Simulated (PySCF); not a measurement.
C3H8AlCl, SMILES [CH](C)([AlH][Cl])C. Atoms are numbered in the order given.

```xyz
13

Al     0.4523    -0.7119     0.4614
Cl     0.0115     0.4525     2.1721
H      1.0130    -2.1701     0.7270
C      0.1956     0.0786    -1.3177
C     -0.7503     1.2789    -1.3404
C     -0.1813    -0.9787    -2.3591
H      1.2133     0.4452    -1.5713
H     -0.7719     1.7536    -2.3373
H     -1.7860     0.9818    -1.1050
H     -0.4640     2.0505    -0.6093
H      0.5187    -1.8301    -2.3706
H     -0.1933    -0.5530    -3.3780
H     -1.1892    -1.3886    -2.1761
```

Coordinates come from a PBE0-D3(BJ)/def2-SVP optimisation. The values are those of a single conformer.

Level of theory: C-PCM-M06-2X/def2-SVP (PySCF).

The values are the electrostatic part of the solvation free energy, E(continuum) − E(gas) at the gas-phase geometry, in a cavity of scaled van der Waals radii (PySCF's table); cavitation and dispersion terms are not included. A continuum can't describe solvent molecules that bind to the metal. In vacuum the orbital gap is 8.00 eV. The dipole moment in vacuum is 1.87 D.

Estimate the values in water (ε = 78.36), cyclohexanone (ε = 15.62), toluene (ε = 2.37). (Estimate from the structure and the level; the computed values follow.)


```tsv
solvent	ε	ΔG(elec) (kcal/mol)	dipole (D)	gap (eV)
water	78.36	-4.9	2.30	8.24
cyclohexanone	15.62	-4.6	2.27	8.23
toluene	2.37	-2.7	2.10	8.14
```
